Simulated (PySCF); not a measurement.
## From computed data to an observable: chemical shift, span and skew from a shielding tensor

Ge(H)(NH2) (GeH3N), SMILES [NH2][GeH] (connectivity only; charge and spin as stated), neutral, multiplicity 1. Atoms are numbered in the order given.

```xyz
5

Ge     0.0516    -0.4154     0.0000
H     -1.5501    -0.5430     0.0000
N     -0.0112     1.4127     0.0000
H     -0.8497     1.9727     0.0000
H      0.8260     1.9751     0.0000
```

Coordinates come from a B3LYP-D3(BJ)/def2-TZVP optimisation.

GIAO shieldings from KT2/pcSseg-2 (PySCF), non-relativistic, no solvent. The symmetric part of the tensor of N3 has the principal values -152.3, 134.6, 231.2 ppm. The same nucleus in NH3 has σ = 261.9 ppm at this level (PySCF, at its B3LYP-D3(BJ)/def2-TZVP geometry).

Question: Work out the isotropic shielding, the ¹⁵N shift against NH3, the span and the skew.

Answer: 
σ(iso) = (σ11 + σ22 + σ33)/3 = 71.2 ppm. δ = σ(ref) − σ(iso) = 261.9 − (71.2) = 190.7 ppm.
Span Ω = σ33 − σ11 = 383.5 ppm. Skew κ = 3(σ(iso) − σ22)/Ω = -0.50. Tumbling in solution averages the tensor to δ; in a static solid the shielding alone would spread this spin-1/2 line over Ω.
